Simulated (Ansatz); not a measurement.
Two structures of Si$_{3}$H$_{10}$O, closed shell, reached by relaxing down either side of one saddle point (PBE0-D4/def2-TZVP). Energies are electronic, without zero-point energy. Program: Ansatz 0.2.0. Basis: def2-TZVPP and def2-QZVPP. Cores are frozen in the correlated methods. Extrapolation: Hartree–Fock as exp(−7.88 √X), correlation as X^−2.97. First:

| atom | x (Å) | y (Å) | z (Å) |
| --- | --- | --- | --- |
| Si1 | -1.5715 | -0.3245 | 0.9853 |
| Si2 | 0.5519 | -0.4537 | 1.9713 |
| H3 | -1.5939 | -1.0155 | -0.3325 |
| H4 | -2.5967 | -0.9731 | 1.8505 |
| H5 | -1.9844 | 1.0908 | 0.7840 |
| H6 | 0.4178 | 1.9514 | -0.8082 |
| O7 | 0.6296 | 1.0170 | -0.7993 |
| Si8 | 0.7429 | 0.2302 | -2.2500 |
| H9 | 1.0885 | 0.9039 | 2.2506 |
| H10 | 0.4674 | -1.1849 | 3.2671 |
| H11 | 1.5019 | -1.1869 | 1.0952 |
| H12 | -0.5344 | 0.3074 | -3.0079 |
| H13 | 1.0575 | -1.1764 | -1.9166 |
| H14 | 1.8232 | 0.8144 | -3.0896 |

Second:

Si1  (-1.995, -0.248, -0.206)
Si2  (1.342, -0.122, 1.965)
H3  (-3.228, -0.832, -0.790)
H4  (-1.658, -0.973, 1.047)
H5  (-2.221, 1.187, 0.108)
H6  (0.674, 0.921, 1.143)
O7  (-0.778, -0.409, -1.284)
Si8  (0.502, 0.306, -2.005)
H9  (2.760, 0.263, 2.175)
H10  (0.652, -0.224, 3.275)
H11  (1.276, -1.425, 1.259)
H12  (0.442, 0.029, -3.461)
H13  (1.765, -0.246, -1.452)
H14  (0.468, 1.775, -1.775)
(Å)

(1) Which bonds change from the first to the second?

(2) Give the saddle point's structure and its height above each. (Judge from chemistry; the value comes from the calculation.)

No T1 diagnostic of these runs exceeds 0.014.

Results:

(1) Si₂H₆ ([SiH3][SiH3]) + SiH₄O ([OH][SiH3]) → Si₂H₆O ([SiH3][O][SiH3]) + SiH₄; bonds formed: Si1–O7, Si2–H6; bonds broken: Si1–Si2, H6–O7.

(2) Computed: 42.21 kcal/mol above the first and 66.01 kcal/mol above the second (CCSD(T) at an estimated basis limit (MP2 extrapolated from triple and quadruple zeta, plus CCSD(T) − MP2 in triple zeta)).
```xyz
14
angstrom
Si -1.1924 -0.3460 0.3413
Si 0.7911 0.0359 2.1737
H -2.0005 -0.6141 -0.9085
H -1.2066 -1.6783 1.0013
H -1.9646 0.7134 1.0291
H 0.7880 0.3573 0.0593
O 0.1452 0.2262 -0.7527
Si 0.3352 0.2917 -2.4510
H 1.7434 1.1653 2.4473
H -0.2250 0.1122 3.2686
H 1.5736 -1.2159 2.4298
H -0.6831 1.2116 -2.9990
H 0.1916 -1.0745 -2.9964
H 1.7041 0.8154 -2.6431
```

Labels in which every atom is bracketed show which atoms are joined, not bond orders.

For scale, one of the runs: CCSD(T)/def2-TZVPP, 297 basis functions, launched by `ansatz run in.yaml --threads 8 --pin off --events-out ev --progress --plain --max-ram 19148MiB`. Hardware: 8 CPU threads of an Arm Neoverse V1, shared host. Wall time 2.1 min; peak host memory 9 GiB.
